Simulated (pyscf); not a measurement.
## HO–Si(OH)(F)–F, singlet

Gas-phase minimum from PySCF at ωB97X-D3(BJ)/def2-SVP, one conformer. 

SMILES: O[Si](O)(F)F
```xyz
7

O     -2.0430    -1.1336    -0.5440
Si    -0.4280    -1.1710    -0.3446
O      0.2897    -1.6276    -1.7414
F      0.0514     0.2823     0.1383
F      0.0145    -2.1718     0.8373
H     -2.4221    -1.7047    -1.2192
H      1.2210    -1.8699    -1.7296
```

Bonded distances (Å): O1–Si2 1.628, O1–H6 0.962, Si2–O3 1.635, Si2–F4 1.605, Si2–F5 1.611, O3–H7 0.962. Angles (°): Si2–O1–H6 117.6, O1–Si2–O3 109.7, O1–Si2–F4 108.2, O1–Si2–F5 112.1, O3–Si2–F4 112.3, O3–Si2–F5 109.4, F4–Si2–F5 105.1, Si2–O3–H7 119.0.

Properties at ωB97X-D3(BJ)/def2-SVP:

* **Harmonic wavenumbers, unscaled**: 107, 187, 263, 304, 359, 368, 380, 770, 778, 794, 975, 1017, 1042, 3945, 3951 cm⁻¹
* **Zero-point energy**: 21.8 kcal/mol
* **Rotational symmetry number**: 1
* **Entropy of this conformer at 298 K and 1 atm, rigid rotor and harmonic oscillator, modes under 100 cm⁻¹ raised to 100**: 328.9 J/(mol K)
* **Dipole moment**: 2.59 D

Single-point totals, which compare only within one level (frozen core for MP2 and CC):

```csv
level,total energy (hartree)
ωB97X-D3(BJ)/def2-TZVP,-641.30367
PBE/def2-TZVP,-640.75411
r²SCAN/def2-TZVP,-641.07890
B3LYP-D3(BJ)/def2-TZVP,-641.28065
PBE0-D3(BJ)/def2-TZVP,-640.78408
M06-2X/def2-TZVP,-641.12131
ωB97M-D3(BJ)/def2-TZVP,-641.36442
HF/def2-TZVPP,-639.14097
MP2/def2-TZVPP,-640.23147
CCSD/def2-TZVPP,-640.23691
CCSD(T)/def2-TZVPP,-640.27107
```

Soft torsions are taken as harmonic, which can shift the entropy by several J/(mol K). The CCSD(T) − MP2 part came from Ansatz, without density fitting, on the same reference.
